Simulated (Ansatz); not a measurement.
Reaction (formal hydrolysis of a B–O bond): `COB(S)S` + H₂O → `OB(S)S` + CH₃OH

Calculated with Ansatz (gas phase, PBE0-D4/def2-TZVP geometries, no zero-point term in ΔE). CCSD(T)/CBS is extrapolated from def2-TZVPP and def2-QZVPP, frozen cores. One conformer a species, not always the lowest.

```tsv
level	ΔE (eV)
SCS-MP2/def2-TZVPP	0.10
MP2/def2-QZVPP	0.15
MP2/CBS(def2)	0.16
CCSD/CBS(def2)	0.10
```

What does CCSD(T)/CBS give? (Estimate.)

Ansatz gave: +0.13 eV. The listed levels differ from it by -0.03, 0.02, 0.03, -0.03 eV.

Largest T1 diagnostic among the species: 0.013.

In def2-TZVPP, CCSD(T) changes the Hartree–Fock value by +0.11 eV (the triples alone add +0.02 eV) and MP2 by +0.13 eV. The D4 term adds +0.07 eV with B3LYP and +0.04 eV with PBE0; it sums over pairs of atoms, weighted by their polarisabilities, and B3LYP, whose exchange is more repulsive, gets the larger term.

B3LYP here is the variant with VWN-RPA as its local correlation; programs differ in this.
